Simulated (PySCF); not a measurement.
# MN15 on As⁺ (arsenic, charge +1)

Configuration: [Ar] 3d10 4s2 4p2, high-spin 3P determinant. Calculation: PySCF 2.14, in aug-cc-pVDZ-DK (6s5p3d, 36 functions); the spin-free X2C one-electron Hamiltonian (Gaussian nucleus).

| Property | Result |
| --- | --- |
| Total energy | -2261.719 hartree |
| One-electron energy | -3132.287 hartree |
| Hartree (Coulomb) energy | 956.072 hartree |
| Exchange-correlation energy | -85.504 hartree |
| ⟨S²⟩ | 2.0025 |
| ⟨L²⟩ | 2.010 |
| Sum of ⟨r⟩ | 21.62 bohr |
| Sum of ⟨r²⟩ | 30.04 bohr² |
| Traceless quadrupole moment −½Σ⟨3z² − r²⟩ along its main axis | 2.29 e·bohr² |
| Langevin diamagnetic susceptibility | -23.8 ×10⁻⁶ cm³/mol |
| Time after the integrals | 1.3 s of wall time on 1 thread of Neoverse-N1 (shared host) |

| shell | electrons | mean orbital energy (eV) | spread (eV) | rms radius, mean of both spins (bohr) |
| --- | --- | --- | --- | --- |
| 1s α | 1 | -11718.1 | 0 | 0.0524 |
| 1s β | 1 | -11718.0 | 0 | 0.0524 |
| 2s α | 1 | -1483.8 | 0 | 0.220 |
| 2s β | 1 | -1483.6 | 0 | 0.220 |
| 2p α | 3 | -1318.3 | 0.193 | 0.196 |
| 2p β | 3 | -1318.2 | 0.202 | 0.196 |
| 3s β | 1 | -198.10 | 0 | 0.649 |
| 3s α | 1 | -198.09 | 0 | 0.649 |
| 3p α | 3 | -146.78 | 0.473 | 0.672 |
| 3p β | 3 | -146.71 | 0.550 | 0.672 |
| 3d α | 5 | -55.460 | 0.492 | 0.759 |
| 3d β | 5 | -55.330 | 0.584 | 0.759 |
| 4s α | 1 | -26.255 | 0 | 2.03 |
| 4s β | 1 | -23.934 | 0 | 2.03 |
| 4p α | 2 | -15.887 | 0 | 2.46 |

Densities and radii are taken from the X2C orbitals without a picture-change correction, which distorts them close to the nucleus.
